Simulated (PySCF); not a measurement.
**Worked example: oscillator strength and radiative lifetime**

C4H6OSe, SMILES O=C1CC[C@@H]1[SeH].

Coordinates come from a B3LYP-D3(BJ)/def2-SVP optimisation. The structure was generated by enumeration; whether it is a known compound was not checked. One conformer was computed; it need not be the lowest.

PySCF with TDA-M06-2X/def2-SVPD puts the first singlet state with f over 0.02 at 5.57 eV (vertical), with the transition dipole (0.203, -0.216, -0.307) in atomic units.

Problem. Find the oscillator strength, the wavelength and the radiative lifetime that this transition would have in vacuum if emission retraced absorption.

Solution. 
|μ|² = 0.1821 au, so |μ| = 1.08 D. ΔE = 5.57/27.211 = 0.2047 hartree. f = (2/3) ΔE |μ|² = 0.025 (the program prints 0.025).
λ = 1239.84/5.57 = 223 nm; ν = 44925 cm⁻¹.
Einstein's coefficient A = 0.6670 ν² f s⁻¹ (ν in cm⁻¹) = 3.3e7 s⁻¹, so τ = 1/A = 30 ns. This state is S3; the lower singlets have f = 0.007, 0.000. The figure is the radiative limit of this one transition; relaxation, internal conversion, crossing to triplets and a medium change what is measured.
